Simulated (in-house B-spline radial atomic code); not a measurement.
Inner levels of ruthenium as electrons are removed. A shift is the extra binding of the orbital against the neutral atom ([Kr] 4d3/2(4) 4d5/2(3) 5s1). The density at the nucleus is averaged over the nuclear charge. Computed with an all-electron radial atomic-structure program (B-spline basis): Dirac-Hartree-Fock, jj configuration that fills j = l - 1/2 first, finite nuclei.

A number in brackets counts the electrons of a j subshell.

```json
{"ion": "Ru35+", "configuration": "[He] 2s2 2p1/2(2) 2p3/2(3)", "shift of 1s1/2 (eV)": "2230.86", "radius of 1s1/2 (bohr)": "0.033369", "Σ<r²> (bohr²)": "0.14054", "change of density at nucleus (bohr⁻³)": "-1495.97"}
{"ion": "Ru36+", "configuration": "[He] 2s2 2p1/2(2) 2p3/2(2)", "shift of 1s1/2 (eV)": "2481.45", "radius of 1s1/2 (bohr)": "0.03334", "Σ<r²> (bohr²)": "0.11969", "change of density at nucleus (bohr⁻³)": "-1228.74"}
{"ion": "Ru37+", "configuration": "[He] 2s2 2p1/2(2) 2p3/2(1)", "shift of 1s1/2 (eV)": "2736.36", "radius of 1s1/2 (bohr)": "0.033311", "Σ<r²> (bohr²)": "0.099711", "change of density at nucleus (bohr⁻³)": "-955.38"}
{"ion": "Ru38+", "configuration": "[He] 2s2 2p1/2(2)", "shift of 1s1/2 (eV)": "?", "radius of 1s1/2 (bohr)": "?", "Σ<r²> (bohr²)": "?", "change of density at nucleus (bohr⁻³)": "?"}
{"ion": "Ru39+", "configuration": "[He] 2s2 2p1/2(1)", "shift of 1s1/2 (eV)": "3270.3", "radius of 1s1/2 (bohr)": "0.033245", "Σ<r²> (bohr²)": "0.06311", "change of density at nucleus (bohr⁻³)": "-474.26"}
{"ion": "Ru40+", "configuration": "[He] 2s2", "shift of 1s1/2 (eV)": "?", "radius of 1s1/2 (bohr)": "?", "Σ<r²> (bohr²)": "?", "change of density at nucleus (bohr⁻³)": "?"}
{"ion": "Ru41+", "configuration": "[He] 2s1", "shift of 1s1/2 (eV)": "3789.32", "radius of 1s1/2 (bohr)": "0.033204", "Σ<r²> (bohr²)": "0.024399", "change of density at nucleus (bohr⁻³)": "-6099.13"}
{"ion": "Ru42+", "configuration": "1s2", "shift of 1s1/2 (eV)": "4031.63", "radius of 1s1/2 (bohr)": "0.033186", "Σ<r²> (bohr²)": "0.0029667", "change of density at nucleus (bohr⁻³)": "-12106.2"}
{"ion": "Ru43+", "configuration": "1s1", "shift of 1s1/2 (eV)": "4805.36", "radius of 1s1/2 (bohr)": "0.032889", "Σ<r²> (bohr²)": "0.0014554", "change of density at nucleus (bohr⁻³)": "-58536.5"}
```

Q: Fill in the row of Ru38+.

A: shift of 1s1/2 (eV): 2995.57; radius of 1s1/2 (bohr): 0.033281; Σ<r²> (bohr²): 0.080545; change of density at nucleus (bohr⁻³): -675.87.

Q: Fill in the row of Ru40+.

A: shift of 1s1/2 (eV): 3549.83; radius of 1s1/2 (bohr): 0.033208; Σ<r²> (bohr²): 0.046425; change of density at nucleus (bohr⁻³): -271.31.
